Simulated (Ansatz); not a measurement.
Two isomers of C2H8O2Si: A = `CC(O)O[SiH3]`, B = `C[SiH2]OCO`.

Gas-phase electronic energies from Ansatz, PBE0-D4/def2-TZVP geometries. CBS: MP2 limit from def2 TZ/QZ plus the TZ coupled-cluster correction, frozen cores. Functionals use def2-TZVPP. B3LYP here is the variant with VWN-RPA as its local correlation; programs differ in this. Each species was taken in one conformer, which may not be the lowest.

A:

Z-matrix (Å, degrees):
```
C
C 1 1.507
H 1 1.091 2 110.5
H 1 1.091 2 109.2 3 -120.0
H 1 1.091 2 110.1 3 120.3
O 2 1.389 1 107.8 3 -179.7
O 2 1.414 1 111.4 3 61.2
H 2 1.104 1 110.6 3 -59.0
H 6 0.962 2 108.1 1 -175.8
Si 7 1.644 2 124.5 1 -86.8
H 10 1.480 7 106.4 2 -169.0
H 10 1.491 7 110.1 2 -49.1
H 10 1.488 7 112.0 2 71.1
```

B:

```xyz
13

C    -1.780   -1.432   -0.190
Si   -0.809    0.149   -0.124
O     0.764   -0.267    0.201
C     1.838    0.586   -0.061
O     1.736    1.804    0.610
H    -2.837   -1.222   -0.374
H    -1.702   -1.972    0.757
H    -1.414   -2.084   -0.987
H    -1.355    1.041    0.935
H    -0.854    0.877   -1.424
H     2.745    0.042    0.225
H     1.882    0.843   -1.124
H     1.785    1.634    1.556
```

(1) Which isomer does CCSD(T)/CBS put lower? Give the gap. (Estimate.)

(2) Give E(B) − E(A) in kcal/mol with PBE-D4, CCSD(T)/def2-TZVPP, B3LYP, B3LYP-D4, HF/def2-TZVPP, CCSD/def2-TZVPP, ωB97M-V. (Best estimate.)

Largest T1 diagnostic: 0.011.

Answers

(1) The calculation gave: B, by 7.8 kcal/mol.

(2) Ansatz gave: PBE-D4 -8.4, CCSD(T)/def2-TZVPP -7.7, B3LYP -8.5, B3LYP-D4 -8.1, HF/def2-TZVPP -7.3, CCSD/def2-TZVPP -7.7, ωB97M-V -8.3. None reverses the order clearly.
